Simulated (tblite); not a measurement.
Q: Write Cartesian coordinates for `N#Cc1c[c]oc1F` [radical] as optimised with GFN2-xTB. (Doublet state.)

A: 
```xyz
9
C5HFNO angstrom
N      2.8955   -0.0870   -0.0991
C      1.7511   -0.0478   -0.0613
C      0.3520   -0.0128   -0.0144
C     -0.5251   -1.1642    0.0659
C     -1.7552   -0.6283    0.0859
O     -1.7683    0.7011    0.0288
C     -0.4852    1.0721   -0.0322
F     -0.2262    2.3614   -0.0976
H     -0.2251   -2.1885    0.0988
```

Any rigid rotation of these coordinates is as good. Atoms count from 1 in this order. O6 (oxygen bonded to 2 C) is bent (angle 105.6°). The 4 C–C bonds span 1.342 Å (C4–C5, aromatic) to 1.450 Å (C3–C4, aromatic), a spread of 0.108 Å. C4 (carbon bonded to 2 C and H) is planar (angles 129.8°, 126.4° and 103.8°, sum 360.0°, 0.00 Å off the plane of its three neighbours). The 8 heavy atoms lie in one plane (0.000 Å rms).

Bonds between heavy atoms (Å): N1≡C2 1.146, C2–C3 1.400, C3–C4 1.450, C4–C5 1.342, C5–O6 1.331, O6–C7 1.337, C7–F8 1.317, C3–C7 1.371.

The geometry is computed with GFN2-xTB (gas phase). This method treats the open shell by occupation alone, without spin polarisation.

Point group: Cs (every atom within 0.08 Å of its image). Its GFN2-xTB frequencies are all real (lowest 129 cm⁻¹).

Hardware: Arm Neoverse V1, one thread, no GPU, shared host. Cost: 0.12 s. These figures are those of the optimisation.
